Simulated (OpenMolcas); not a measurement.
An atom or ion with 4 electrons was computed by SS-RASPT2, IPEA 0.25 Eh, imaginary shift 0.1 Eh with spin-orbit coupling (OpenMolcas, ANO-RCC-VQZP, DKH2). The lowest levels that the run gave, each within 12 % of the measured value where one is at hand:

```csv
J,Parity,E (cm-1),g
0,even,0.0,
0,odd,52235,
1,odd,52262,1.501
2,odd,52315,1.501
1,odd,102699,1.000
0,even,137352,
1,even,137379,1.501
2,even,137431,1.501
2,even,146010,1.000
0,even,183229,
```

Q: Which ion is it, and what are the configurations and terms?

A: C²⁺ (Z = 6, charge +2; active space 2 electrons in 9 orbitals (RAS2 2s 2p; RAS3 3d, at most 2 electrons)). J, parity and g give the terms where levels are pure, and mixed ones are named by the computed weights; the size of the splittings, set against known spectra of the 4-electron sequence, gives the charge. In order, with the measured energies in cm-1 (Moore, Selected Tables of Atomic Spectra, NSRDS-NBS 3, section 3): 2s2 1S0, 2s 2p 3P* 0 (52367), 2s 2p 3P* 1 (52391), 2s 2p 3P* 2 (52447), 2s 2p 1P* 1 (102352), 2p2 3P0 (137426), 2p2 3P1 (137454), 2p2 3P2 (137502), 2p2 1D2 (145876), 2p2 1S0 (182520).

Active for correlation alone: 3d; no level in the range computed is led by a configuration that fills it, so any true level of that kind is missing. Measured partners are found by configuration, term and J. A level has none where our copy of the source lacks it or the pairing is in doubt (some pairs that miss far off the trend of their configuration count as doubtful), and it then counts in no deviation. Only configurations of the active space appear.

* marks odd parity.
